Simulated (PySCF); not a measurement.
## Mayer bond orders and bond lengths

C6H5S (charge -1).
Atom-mapped SMILES: `[S-:1][c:2]1[cH:3][cH:4][cH:5][cH:6][cH:7]1` (hydrogens: H8 on C3; H9 on C4; H10 on C5; H11 on C6; H12 on C7)

Cartesian coordinates in Å at the GFN2-xTB level; atoms count from 1:
```
atom  x, y, z in Å
S1     2.9260   -0.9290    0.0104
C2     1.3022   -0.4122    0.0031
C3     0.9638    0.9539    0.0375
C4    -0.3488    1.3645    0.0315
C5    -1.3843    0.4385   -0.0081
C6    -1.0704   -0.9150   -0.0424
C7     0.2393   -1.3343   -0.0375
H8     1.7657    1.6812    0.0696
H9    -0.5802    2.4258    0.0587
H10   -2.4181    0.7657   -0.0113
H11   -1.8707   -1.6493   -0.0735
H12    0.4768   -2.3907   -0.0639
```

Bond orders from the PBE0/pcSseg-1 density (PySCF). Geometry: GFN2-xTB; no solvent, vibrations or thermal averaging. The pcSseg-1 basis has no diffuse functions, a weakness for an anion.

How far do the computed orders between heavy atoms stray from the drawn ones?

The largest departure is 0.261, at S1–C2 (drawn single, 1.261), counting aromatic bonds as 1.5. Drawn single, order above 1.12: S1–C2 (1.261). The bonds drawn aromatic range from 1.29 to 1.46. The SMILES, with its formal charges, is one Lewis structure only.

Give the Mayer order of every bond, beside its length.

```json
{"bond": "S1–C2", "drawn as": "single", "length (Å)": "1.704", "Mayer order": "1.261"}
{"bond": "C2–C3", "drawn as": "aromatic", "length (Å)": "1.408", "Mayer order": "1.295"}
{"bond": "C3–C4", "drawn as": "aromatic", "length (Å)": "1.375", "Mayer order": "1.463"}
{"bond": "C4–C5", "drawn as": "aromatic", "length (Å)": "1.390", "Mayer order": "1.388"}
{"bond": "C5–C6", "drawn as": "aromatic", "length (Å)": "1.390", "Mayer order": "1.387"}
{"bond": "C6–C7", "drawn as": "aromatic", "length (Å)": "1.375", "Mayer order": "1.463"}
{"bond": "C7–C2", "drawn as": "aromatic", "length (Å)": "1.408", "Mayer order": "1.295"}
{"bond": "C3–H8", "drawn as": "single", "length (Å)": "1.083", "Mayer order": "0.969"}
{"bond": "C4–H9", "drawn as": "single", "length (Å)": "1.087", "Mayer order": "0.970"}
{"bond": "C5–H10", "drawn as": "single", "length (Å)": "1.084", "Mayer order": "0.975"}
{"bond": "C6–H11", "drawn as": "single", "length (Å)": "1.087", "Mayer order": "0.970"}
{"bond": "C7–H12", "drawn as": "single", "length (Å)": "1.083", "Mayer order": "0.969"}
```

Bonds between the same two heavy elements. C–C: lowest C2–C3 and C7–C2 (1.295, 1.408 Å), highest C3–C4 and C6–C7 (1.463, 1.375 Å). Bonds named together lie within 0.004.

Sum the orders of all bonds at each heavy atom with more than one neighbour and set the sums beside the valence in the SMILES.

C2 3.851 (drawn 4), C3 3.727 (drawn 4), C4 3.821 (drawn 4), C5 3.750 (drawn 4), C6 3.820 (drawn 4), C7 3.727 (drawn 4). Orders between atoms that aren't bonded are not in these sums.

The Mayer order sums products of elements of PS (density times overlap matrix) between the two atoms' basis functions, so it depends on the basis set.
